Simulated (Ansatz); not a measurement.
Start from `C[SiH](Cl)[SiH2]F` and change one atom or group to get `C[SiH2][SiH2]F`.

Ansatz, PBE0-D4/def2-TZVP geometries, multiplicity 1. Each molecule was computed in one conformer, which needn't be the lowest.

```csv
property,`C[SiH](Cl)[SiH2]F`
HOMO energy (PBE/def2-TZVPP) / eV,-6.80
LUMO energy (B3LYP/def2-TZVPP) / eV,-1.06
HOMO–LUMO gap (ωB97M-V/def2-TZVPP) / eV,10.97
HOMO energy (PBE0/def2-TZVPP) / eV,-8.02
HOMO energy (ωB97M-V/def2-TZVPP) / eV,-10.07
HOMO–LUMO gap (PBE0/def2-TZVPP) / eV,7.13
```

**Question.** Give the same properties after the change, and the shifts. (Estimate.)

**Answer.** The calculation gave: 
```
                               property  `C[SiH2][SiH2]F`  shift
      HOMO energy (PBE/def2-TZVPP) / eV             -6.86  -0.06
    LUMO energy (B3LYP/def2-TZVPP) / eV             -0.70   0.36
HOMO–LUMO gap (ωB97M-V/def2-TZVPP) / eV             11.34   0.37
     HOMO energy (PBE0/def2-TZVPP) / eV             -8.05  -0.03
  HOMO energy (ωB97M-V/def2-TZVPP) / eV            -10.10  -0.03
   HOMO–LUMO gap (PBE0/def2-TZVPP) / eV              7.54   0.41
```

Positive LUMOs are unbound, so they and the gaps depend on the basis.

B3LYP here is the variant with VWN-RPA as its local correlation; programs differ in this.
